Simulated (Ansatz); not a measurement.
Reaction (redistribution): `C[BH][GaH2]` + `CC(=O)[SeH]` → `[BH2][GaH2]` + `C[Se]C(C)=O`

Gas-phase electronic energies from Ansatz, PBE0-D4/def2-TZVP geometries. CCSD(T)/CBS adds triple-zeta CCSD(T) − MP2 to the extrapolated MP2 energy (def2 sets, frozen cores). Functionals use def2-TZVPP. For Ga, Se outer-core shells are correlated without core-valence functions, which leaves a few kJ/mol of doubt a bond. Scalar relativity is left out up to krypton. One conformer a species, not always the lowest.

`C[BH][GaH2]`:

Z-matrix (Å, degrees):
```
C
B 1 1.556
H 1 1.104 2 103.4
H 1 1.094 2 113.6 3 113.2
H 1 1.091 2 117.2 3 -117.0
Ga 2 2.078 1 126.0 3 99.5
H 2 1.205 1 116.3 3 -77.0
H 6 1.579 2 122.9 1 -86.4
H 6 1.579 2 122.6 1 94.6
```

`CC(=O)[SeH]`:

Z-matrix (Å, degrees):
```
C
C 1 1.500
H 1 1.090 2 109.1
H 1 1.092 2 110.0 3 120.7
H 1 1.092 2 110.0 3 -120.7
O 2 1.192 1 124.9 3 0.2
Se 2 1.953 1 116.4 3 -179.8
H 7 1.469 2 95.8 1 0.0
```

`[BH2][GaH2]`:

Cartesian coordinates in Å:
```
B 0.758 -0.797 0.014
Ga -0.665 0.699 -0.011
H 1.897 -0.587 0.320
H 0.498 -1.931 -0.276
H -1.540 1.051 1.251
H -0.947 1.565 -1.297
```

`C[Se]C(C)=O`:

Cartesian coordinates in Å:
```
C -0.947 -0.766 -1.283
Se -1.732 0.034 0.306
C -0.174 0.671 1.269
C 1.174 0.443 0.654
O -0.351 1.222 2.317
H -1.787 -1.136 -1.871
H -0.405 -0.025 -1.867
H -0.300 -1.601 -1.022
H 1.351 -0.624 0.501
H 1.237 0.930 -0.322
H 1.934 0.852 1.319
```

```
        level  ΔE (kJ/mol)
       PBE-D4         52.5
      ωB97M-V         50.7
 HF/CBS(def2)         47.2
MP2/CBS(def2)         45.7
```

Question: What does CCSD(T)/CBS give? (Estimate.)

Answer: The calculation gave: +47.3 kJ/mol. The listed levels differ from it by 5.2, 3.4, -0.1, -1.6 kJ/mol.

Largest T1 diagnostic among the species: 0.014.

The D4 term adds −3.1 kJ/mol with B3LYP and −1.7 kJ/mol with PBE0; it sums over pairs of atoms, weighted by their polarisabilities, and B3LYP, whose exchange is more repulsive, gets the larger term.

B3LYP here is the variant with VWN-RPA as its local correlation; programs differ in this.
